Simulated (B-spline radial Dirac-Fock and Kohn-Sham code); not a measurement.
Dipole and non-dipole photoemission parameters of Cu²⁺ 3p3/2

System: Cu²⁺ in the configuration 1s2 2s2 2p6 3s2 3p6 3d9; threshold 105.3 eV (orbital energy of the model). These are calculated numbers from a B-spline atomic structure program; the model is Dirac-Hartree-Slater photoionisation with a Latter tail; cross sections with all multipoles, angular parameters from the dipole term and its interference with E2.

For linearly polarised light dσ/dΩ = σ/(4π) [1 + β P₂(cos θ) + (δ + γ cos²θ) sin θ cos φ], with θ from the polarisation vector and φ the angle between the beam and the projection of the electron momentum on the plane normal to the polarisation.

```
hν (eV)  σ (kb)      β       γ      δ
    181     544  0.824   0.168  0.023
    210     538  1.090   0.157  0.012
    240     506  1.254   0.123  0.005
    291     434  1.410   0.063  0.001
    326     386  1.473   0.030  0.000
    347     360  1.501   0.014  0.000
    400     300  1.551  -0.011  0.000
    411     288  1.559  -0.015  0.000
    453     250  1.583  -0.022  0.000
    518     201  1.607  -0.021  0.001
    932    65.9  1.614   0.112  0.007
   1110    44.8  1.592   0.186  0.009
 1486.9    22.5  1.538   0.333  0.015
   1750    15.0  1.499   0.425  0.020
   2770    4.42  1.356   0.705  0.039
 2984.4    3.59  1.329   0.752  0.044
   4780   0.909  1.139   1.043  0.082
   6000   0.452  1.037   1.178  0.109
 8047.8   0.178  0.899   1.341  0.153
   8070   0.176  0.898   1.342  0.153
 9251.7   0.113  0.832   1.410  0.178
   9430       ?      ?       ?      ?
   9600  0.0997  0.815   1.427  0.185
  10100  0.0842  0.790   1.450  0.195
  11100  0.0614  0.745   1.492  0.214
  12000  0.0472  0.708   1.525  0.232
  12400  0.0423  0.693   1.538  0.239
```

Q: Give the values at 9430 eV.

A: σ = 0.106 kb, β = 0.823, γ = 1.419, δ = 0.181.
